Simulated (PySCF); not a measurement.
# How methods differ on the ionisation energy of I⁺

I⁺ [Kr] 4d10 5s2 5p4 (3P) → I²⁺ [Kr] 4d10 5s2 5p3 (4S), as a difference of total energies. Computed with PySCF 2.14 in cc-pV5Z-PP with ECP28MDF (7s7p5d3f2g1h, 103 functions), with scalar relativity through the core potential. Correlated levels: valence: 4s2 4p6 4d10 frozen. The calculations carry no spin-orbit coupling.

```
           method  ionisation energy (eV)  error (eV)
              UHF                  17.663      -1.087
              LDA                  19.024      +0.274
              PBE                  18.714      -0.036
             PBE0                  18.730      -0.020
           r2SCAN                  18.746      -0.004
             TPSS                  18.713      -0.037
            M06-L                  18.515      -0.235
          wB97X-V                  18.893      +0.143
             ROHF                  17.569      -1.181
    MP2 (valence)                  18.449      -0.301
SCS-MP2 (valence)                  18.543      -0.207
```

Reference: 18.750 eV (measured; NIST levels, between the centres of gravity of the two terms).

Errors of the correlated levels include the incompleteness of this basis and the frozen core.
